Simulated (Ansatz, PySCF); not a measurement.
GeHClBr₂, SMILES [GeH]([Cl])([Br])[Br]. Atoms are numbered in the order given.

```xyz
5

Ge     0.5124     0.3719     0.0000
Cl    -0.3923     2.3313     0.0000
Br    -0.1816    -0.7661    -1.8830
Br    -0.1816    -0.7661     1.8830
H      2.0382     0.5106     0.0000
```

Geometry optimised at B3LYP-D3(BJ)/def2-SVP.

Two levels are set side by side: PBE-D3(BJ)/def2-SVP (Ansatz, an electronic-structure program) and B3LYP-D3(BJ)/def2-SVP (Ansatz). Each level has its own optimised geometry; the coordinates shown are those of the second. Frequencies come from the Hessian of PySCF at each geometry. Differences are taken from unrounded values.

```json
[
 {"quantity": "mean bond length (Å)", "B3LYP-D3(BJ)": "2.076"},
 {"quantity": "bond Ge1–Cl2 (Å)", "B3LYP-D3(BJ)": "2.158"},
 {"quantity": "bond Ge1–Br3 (Å)", "B3LYP-D3(BJ)": "2.307"},
 {"quantity": "bond Ge1–Br4 (Å)", "B3LYP-D3(BJ)": "2.307"},
 {"quantity": "bond Ge1–H5 (Å)", "B3LYP-D3(BJ)": "1.532"},
 {"quantity": "highest harmonic wavenumber (cm⁻¹)", "B3LYP-D3(BJ)": "2168"},
 {"quantity": "mean harmonic wavenumber (cm⁻¹)", "B3LYP-D3(BJ)": "550"},
 {"quantity": "zero-point energy (kcal/mol)", "B3LYP-D3(BJ)": "7.08"}
]
```

Q: What does PBE-D3(BJ) give, and how far is it from B3LYP-D3(BJ)? (The exact figures need the calculation; the answer reports its results.)

A: 
| quantity | PBE-D3(BJ) | PBE-D3(BJ) minus B3LYP-D3(BJ) |
|---|---|---|
| mean bond length (Å) | 2.081 | 0.005 |
| bond Ge1–Cl2 (Å) | 2.163 | 0.004 |
| bond Ge1–Br3 (Å) | 2.309 | 0.002 |
| bond Ge1–Br4 (Å) | 2.309 | 0.002 |
| bond Ge1–H5 (Å) | 1.544 | 0.011 |
| highest harmonic wavenumber (cm⁻¹) | 2107 | -61 |
| mean harmonic wavenumber (cm⁻¹) | 534 | -17 |
| zero-point energy (kcal/mol) | 6.87 | -0.21 |
